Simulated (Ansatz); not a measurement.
H₃InS (SMILES [SH][InH2]), singlet, geometry from GFN2-xTB (such geometries of metal compounds can be far from the true shape) (core potentials on In); HF/def2-SVP run with Ansatz (a program for electronic structure).

Input for Ansatz:
Ansatz 0.2 input:
```yaml
crystal:
  periodic: [false, false, false]
  atoms:
    - {symbol: In, position_ang: [-0.32891671, -0.43796193, 0.17281294]}
    - {symbol: H, position_ang: [0.18651203, -1.73519457, 1.17728492]}
    - {symbol: H, position_ang: [-1.96678107, -0.44653670, -0.36328248]}
    - {symbol: S, position_ang: [1.11138471, 1.35801042, -0.50559376]}
    - {symbol: H, position_ang: [0.11503232, 1.91369905, -1.19233627]}
basis:
  gaussian:
    orbitals: def2-SVP
hamiltonian:
  xc: hf
```

Q: Write the output that Ansatz gives for this input, abridged.

A: 
```
Functional definition: HF
654 factors; integrals over basis functions are off by at most 7.2e-4 eV
mean field evaluation 1: about -16009.3181 eV, gradient 1.4e1 eV
mean field evaluation 2: about -16009.3286 eV, gradient 1.4e1 eV
mean field evaluation 4: about -16010.2153 eV, gradient 1.4e0 eV
mean field evaluation 8: about -16010.2275 eV, gradient 7.6e-4 eV
mean field -16010.22745035 eV, -588.3650066786 hartree, gradient 9.6e-6 eV, S^2 0.000000; 0 other end points of the search recorded, 0 dependent functions left out
reference -16010.22745035 eV, -588.3650066786 hartree; 20, 20 occupied and 39, 39 virtual orbitals, 654 factors
Total energy: -16010.22745035 eV, -588.3650066786 hartree
```
